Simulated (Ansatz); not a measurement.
Cost and result for the atomization energy of `[CH3][Sb]1[CH2]O[CH2]1` (12 atoms, 12 bonds).

Z-matrix (Å, degrees):
```
C
Sb 1 2.156
H 1 1.091 2 109.7
H 1 1.091 2 109.7 3 119.2
H 1 1.090 2 109.1 3 -120.4
C 2 2.191 1 93.0 3 151.4
C 2 2.191 1 93.0 3 89.4
O 6 1.421 2 94.0 1 -77.7
H 6 1.092 2 117.0 1 38.1
H 6 1.096 2 112.5 1 166.5
H 7 1.092 2 117.0 1 -38.1
H 7 1.096 2 112.5 1 -166.5
```

Total charge 0; spin multiplicity 1. Correlated methods include outer-core shells of Sb, which these sets cover unevenly. Sb: def2 effective core potential. The geometry is a stationary point of PBE0-D4/def2-TZVP. Program: Ansatz. All runs use 4 threads of an Arm Neoverse V1 on a shared host. Times are those of one run each, without the atoms' runs, and a repeat can differ threefold. Electronic energies, without spin–orbit coupling; frozen cores. CCSD(T)/CBS adds CCSD(T) − MP2 in def2-TZVPP to the MP2 limit, and its time is that of the two runs behind it. T1 = 0.013. With those shells the extrapolation isn't a true limit. B3LYP takes the VWN-RPA correlation (the form of Gaussian; ORCA's B3LYP/G).

CCSD(T)/CBS is a level of theory with its own doubt, some kJ/mol a heavy atom from the limit and from the frozen cores, so smaller differences don't rank the functionals.

| level | functions | wall time | atomization (kcal/mol) | difference from CCSD(T)/CBS | per bond |
| --- | --- | --- | --- | --- | --- |
| PBE-D4/def2-TZVPP (with forces) | 272 | 3.1 s | 1063.4 | 25.5 | 2.1 |
| PBE0-D4/def2-TZVPP | 272 | 3.7 s | 1039.3 | 1.4 | 0.1 |
| r2SCAN-D4/def2-TZVPP (with forces) | 272 | 6 s | 1035.8 | -2.1 | -0.2 |
| B3LYP-D4/def2-TZVPP (with forces) | 272 | 6 s | 1036.6 | -1.3 | -0.1 |
| B2PLYP/def2-TZVPP | 272 | 7.5 s | 1022.6 | -15.3 | -1.3 |
| ωB97X-V/def2-TZVPP | 272 | 10 s | 1040.0 | 2.1 | 0.2 |
| ωB97M-V/def2-TZVPP (with forces) | 272 | 14 s | 1035.7 | -2.2 | -0.2 |
| MP2/def2-QZVPP | 520 | 31 s | 1038.3 | 0.4 | 0.0 |
| CCSD(T)/def2-TZVPP | 272 | 6.5 min | 1008.1 | -29.8 | -2.5 |
| CCSD(T)/CBS(def2) | – | 7 min | 1037.9 | 0.0 | 0.0 |

In def2-TZVPP, CCSD(T) changes the Hartree–Fock value by +291.8 kcal/mol (the triples alone add +19.0 kcal/mol) and MP2 by +304.3 kcal/mol; breaking electron pairs costs correlation energy, which Hartree–Fock lacks. The D4 term adds +10.9 kcal/mol with B3LYP and +5.7 kcal/mol with PBE0; it sums over pairs of atoms, weighted by their polarisabilities, and B3LYP, whose exchange is more repulsive, gets the larger term. From PBE to PBE0 (25 % exact exchange), in def2-TZVPP and without D4, the atomization energy moves by −23.0 kcal/mol: exact exchange takes away binding that semilocal exchange gives to molecules.
